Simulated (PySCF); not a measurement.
Zero-point energy (kcal/mol) of eight silicon and germanium compounds: PBE-D3(BJ) beside PBE0-D3(BJ), computed with PySCF for isolated molecules in the bases named; differences from unrounded values. The eight are the first of their class met in an unordered collection, after screening for sound electronic states; none was chosen by its value. Each level has its own optimised geometry.

```json
[
 {"molecule": "C₄H₅NSi, SMILES C#C[SiH](N)C#C", "basis": "def2-SVP", "PBE0-D3(BJ)": "46.31"},
 {"molecule": "C₃H₈O₂Si, SMILES O=C(C)C[SiH2]O", "basis": "def2-SVP", "PBE0-D3(BJ)": "67.16"},
 {"molecule": "C4H7FSi, SMILES C(=C[Si@@H](F)C)=C", "basis": "def2-SVP", "PBE0-D3(BJ)": "59.71"},
 {"molecule": "CH₇FO₂Si₂, SMILES [Si](O)(F)(O)C[SiH3]", "basis": "def2-SVP", "PBE0-D3(BJ)": "52.94"},
 {"molecule": "CH₄ClFOSi, SMILES OC[Si@@H](F)Cl", "basis": "def2-SVP", "PBE0-D3(BJ)": "35.11"},
 {"molecule": "C3H11NSi2, SMILES C=C([SiH3])C[SiH2]N", "basis": "def2-SVP", "PBE0-D3(BJ)": "80.61"},
 {"molecule": "C2H7FO2Si, SMILES C[C@@H](O)[Si@@H](O)F", "basis": "def2-SVP", "PBE0-D3(BJ)": "60.73"},
 {"molecule": "FH6NOSi2, SMILES O[Si@@H](N[SiH3])F", "basis": "def2-SVP", "PBE0-D3(BJ)": "42.82"}
]
```

Problem. Estimate the PBE-D3(BJ) values and say how PBE-D3(BJ) differs from PBE0-D3(BJ) over the set. (An estimate is asked for; the answer gives what the named calculation found.)

Solution. 
```tsv
molecule	PBE-D3(BJ)	difference
C₄H₅NSi, SMILES C#C[SiH](N)C#C	44.73	-1.58
C₃H₈O₂Si, SMILES O=C(C)C[SiH2]O	64.86	-2.30
C4H7FSi, SMILES C(=C[Si@@H](F)C)=C	57.75	-1.96
CH₇FO₂Si₂, SMILES [Si](O)(F)(O)C[SiH3]	51.20	-1.75
CH₄ClFOSi, SMILES OC[Si@@H](F)Cl	33.81	-1.30
C3H11NSi2, SMILES C=C([SiH3])C[SiH2]N	78.01	-2.60
C2H7FO2Si, SMILES C[C@@H](O)[Si@@H](O)F	58.58	-2.16
FH6NOSi2, SMILES O[Si@@H](N[SiH3])F	41.33	-1.49
```
PBE-D3(BJ) lies below PBE0-D3(BJ) in 8 and above it in 0 of the eight; the mean signed difference is -1.89 and the largest -2.60 kcal/mol.
